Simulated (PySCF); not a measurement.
SSi, charge -1, doublet, at a GFN2-xTB geometry (a state made from the parent by changing its charge; the spin is typed, not shown lowest), atoms displaced at random by about 0.02 Å a coordinate. Base run: PySCF with HF/6-31G**.

PySCF was given this input:
```python
from pyscf import gto, scf
from pyscf.geomopt import geometric_solver

mol = gto.M(
    atom='''
Si    0.00888513    0.02537588   -1.12578133
S    -0.00560789   -0.03736334    0.98183100
''',
    basis='6-31g**',
    charge=-1,
    spin=1,
    verbose=3,
)

def method(m):
    mf = scf.UHF(m)
    return mf

conv, mol_eq = geometric_solver.kernel(method(mol), maxsteps=100)
print('optimisation converged:', conv)
print(mol_eq.tostring(format='xyz'))
mf = method(mol_eq)
mf.kernel()
```

The base run was repeated with changes; each row names its change, and settings that it needs were set with it.

```tsv
change	ΔE vs base (µEh)	optimiser steps
base	0.0	5
convergence_set = GAU_VERYTIGHT	0.0	6
coordsys = dlc	0.0	5
coordsys = prim	0.0	5
convergence_set = NWCHEM_LOOSE	0.0	5
convergence_set = GAU_LOOSE	0.0	5
coordsys = hdlc	0.0	5
```

Open shells are given as the SCF converged; they aren't shown to be the lowest states, and a large step between rows can be another state.
